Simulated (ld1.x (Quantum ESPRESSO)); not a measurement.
Results of a calculation; reference values are marked as such.
**Potentials for scandium (Sc) compared**

Generated with ld1.x 7.5 (TM, RRKJ, ultrasoft, PAW), atompaw 4.2 or ONCVPSP 4.0.1. The cutoff is in Ry: for ld1.x and atompaw files where the sum of valence levels is converged to 10 mRy in a Bessel basis, for ONCV files where the hardest occupied wave has 1 mHa per electron of residual kinetic energy. The error is the largest all-electron minus pseudo excitation energy over each file’s own four to seven test configurations (ionisations up to +4, promotions, holes and added fractions of an electron), all of which were solved. The labels leave out finer settings (local radius, basis sizes, second energies), which also bear on the numbers. Spin-polarised tests are not counted. The rows are a selection from randomly drawn settings: files with unsolved tests, undetermined cutoffs or missed reference levels are left out.

```csv
potential,cutoff (Ry),largest error (meV),bound ghosts
"RRKJ, PBE, scalar-relativistic, rc 3.30/3.20/2.90 (spd), local s, core correction yes, reference 3d1 4s2 4p0",18,+62,none
"TM semilocal, PBEsol, scalar-relativistic, rc 3.40/3.20/2.45 (spd), local s, core correction yes, reference 3d1 4s1 4p1",35,-36,none
"RRKJ, PBE, scalar-relativistic, rc 3.05/2.90/1.50 (spd), local s, core correction yes, reference 3d1 4s0.5 4p0",60,-520,none
```

(1) Fill in the row for Sc: TM semilocal, LDA (PZ), scalar-relativistic, rc 3.15/3.65/2.10 (spd), local d, core correction no, reference 3d1 4s1.5 4p0.

(2) Fill in the row for Sc: RRKJ, PBE, non-relativistic, rc 2.75/2.75/2.50 (spd), local s, core correction yes, reference 3d1 4s0 4p0.

Answers

(1) cutoff 40 Ry, largest error +490 meV, bound ghosts: none.

(2) cutoff 25 Ry, largest error +331 meV, bound ghosts: none.
